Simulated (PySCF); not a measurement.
## Telling isomers of CH11ClSi4 apart by NMR

PySCF 2.14.0 with density-fitted response routines calculation with geometry from GFN2-xTB and NMR shieldings at PBE0/pcSseg-1/GIAO; one averaged value for each set of equivalent atoms, single conformer, no solvent model, no relativistic terms.

Shifts are taken against calculated references (same method and geometry level): $^{1}$H (σref 31.72), $^{13}$C (σref 186.93) vs TMS. Where no couplings were computed, multiplicities follow the n + 1 count of equivalent neighbours, and m marks all less simple cases (inequivalent or close neighbours, rings, F or P nearby). Shifts are as computed. Against solution values, carbons near 30 ppm lie about +3 ppm off and those near 130 ppm about +5 ppm; carbons on Cl a further +6 ppm. Of 1309 compounds with measured shifts, 239 miss one by over three times the rms of a fit or turn the order of signals round; such compounds aren't used in these exercises. Carbons bonded to Cl come out too deshielded.

(1) Tabulate the signals of `[SiH3][Si]([SiH3])([SiH3])CCl`, `[SiH3]C[Si]([SiH3])([SiH3])Cl`, `C[Si@]([SiH3])(Cl)[SiH2][SiH3]` and their relative energies.

(2) What is the quickest way to tell [SiH3][Si]([SiH3])([SiH3])CCl from [SiH3]C[Si]([SiH3])([SiH3])Cl?

(3) What is the quickest way to tell [SiH3]C[Si]([SiH3])([SiH3])Cl from C[Si@]([SiH3])(Cl)[SiH2][SiH3]?

(4) What is the quickest way to tell [SiH3][Si]([SiH3])([SiH3])CCl from C[Si@]([SiH3])(Cl)[SiH2][SiH3]?

Results:

(1) 
| SMILES | carbon types | δC | δH | E rel. (kcal/mol) |
| --- | --- | --- | --- | --- |
| [SiH3][Si]([SiH3])([SiH3])CCl | 1×CH2 | 34.6 | 3.62 (s, 9H), 3.15 (s, 2H) | 38.2 |
| [SiH3]C[Si]([SiH3])([SiH3])Cl | 1×CH2 | 5.1 | 3.91 (t, 3H), 3.63 (s, 6H), 0.77 (q, 2H) | 3.2 |
| C[Si@]([SiH3])(Cl)[SiH2][SiH3] | 1×CH3 | 8.1 | 3.65 (s, 3H), 3.65 (m, 3H), 3.56 (m, 1H), 3.39 (m, 1H), 0.66 (s, 3H) | 0.0 |

Energies are electronic energies at PBE0/pcSseg-1 on these geometries, without zero-point or thermal terms, each for the one conformer computed, which needn't be the lowest.

(2) Both give the same number of carbon signals, with the same numbers of each carbon type, so the positions decide. The first has an sp3 CH2 bonded to Cl and Si at 34.6 ppm, the second an sp3 CH2 bonded to 2 Si at 5.1 ppm.

(3) Both give the same number of carbon signals, but DEPT or the intensities differ. The first has an sp3 CH2 bonded to 2 Si at 5.1 ppm, the second a methyl carbon bonded to Si (CH3) at 8.1 ppm.

(4) Both give the same number of carbon signals, but DEPT or the intensities differ. The first has an sp3 CH2 bonded to Cl and Si at 34.6 ppm, the second a methyl carbon bonded to Si (CH3) at 8.1 ppm.
